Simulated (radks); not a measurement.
Zn6+, 24 electrons, occupied as [Ar] 3d6 (the NIST ground configuration). Calculated with a radial shooting solver on a logarithmic mesh with Libxc functionals: Dirac Kohn-Sham, BLYP, spin-unpolarised, spherical densities, point nucleus; open shells are shared between the two j in proportion to 2j + 1.

Unscreened Slater integrals over Kohn-Sham orbitals (eV). Large and small components are both included.

\begin{tabular}{lr}
integral & value \\ \hline
F0(3d5/2,3d5/2) & 35.323 \\
F2(3d5/2,3d5/2) & 17.041 \\
F4(3d5/2,3d5/2) & 10.748 \\
F0(3d5/2,3d3/2) & 35.396 \\
F2(3d5/2,3d3/2) & 17.071 \\
G2(3d5/2,3d3/2) & 17.047 \\
G4(3d5/2,3d3/2) & 10.751 \\
F0(3d5/2,3p3/2) & 35.596 \\
F2(3d5/2,3p3/2) & 17.212 \\
G1(3d5/2,3p3/2) & 20.835 \\
G3(3d5/2,3p3/2) & 12.947 \\
F0(3d5/2,3p1/2) & 35.830 \\
G3(3d5/2,3p1/2) & 13.058 \\
F0(3d3/2,3d3/2) & 35.470 \\
F2(3d3/2,3d3/2) & 17.101 \\
F0(3d3/2,3p3/2) & 35.667 \\
F2(3d3/2,3p3/2) & 17.233 \\
G1(3d3/2,3p3/2) & 20.836 \\
G3(3d3/2,3p3/2) & 12.949 \\
F0(3d3/2,3p1/2) & 35.903 \\
G1(3d3/2,3p1/2) & 21.078 \\
F0(3p3/2,3p3/2) & 36.208 \\
F2(3p3/2,3p3/2) & 18.211 \\
F0(3p3/2,3p1/2) & 36.440 \\
G2(3p3/2,3p1/2) & 18.301 \\
F0(3p1/2,3p1/2) & 36.679 \\
\end{tabular}
